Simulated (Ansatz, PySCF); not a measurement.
Isomers of CH4Si: 1 is C=[SiH2], 2 is C[SiH]; one conformer of each (the lowest of an xTB search), B3LYP-D3(BJ)/def2-TZVP minima.
Isomer 1 (charge 0, multiplicity 1):
```xyz
6

C     -0.9216    -0.0324    -0.0318
Si     0.7772     0.0273     0.0269
H     -1.5409     0.7742     0.3386
H     -1.4558    -0.8795    -0.4421
H      1.6282    -1.0653    -0.4748
H      1.5129     1.1757     0.5833
```
Isomer 2 (charge 0, multiplicity 1):
```xyz
6

C     -0.523    -0.011     0.088
Si     1.252    -0.028     0.770
H     -0.683     0.896    -0.507
H     -1.288    -0.064     0.863
H     -0.663    -0.848    -0.606
H      1.907     0.055    -0.608
```

No zero-point or thermal terms.

Frozen-core correlation. CBS: X⁻³ extrapolation of the correlation energy, Hartree–Fock from the larger set.

Run with Ansatz (a program for electronic structure) with Gaussian orbitals; PySCF for the dispersion terms. Values without a source in brackets are computed.

The comparison value is 3.09 kcal/mol (CCSD(T)/CBS(cc-pV(T+d)Z, cc-pV(Q+d)Z)). It is a level with limits of its own, not the exact answer.

**Question.** Order these levels by how close they come to the comparison value for the electronic energy of isomer 2 less that of isomer 1, closest first: BLYP/def2-TZVPP, B2PLYP-D4/def2-TZVPP, BHLYP-D4/def2-TZVPP. Give each level's value less the comparison value.

**Answer.** B2PLYP-D4/def2-TZVPP (0.25 kcal/mol), BLYP/def2-TZVPP (0.49 kcal/mol), BHLYP-D4/def2-TZVPP (-2.17 kcal/mol)
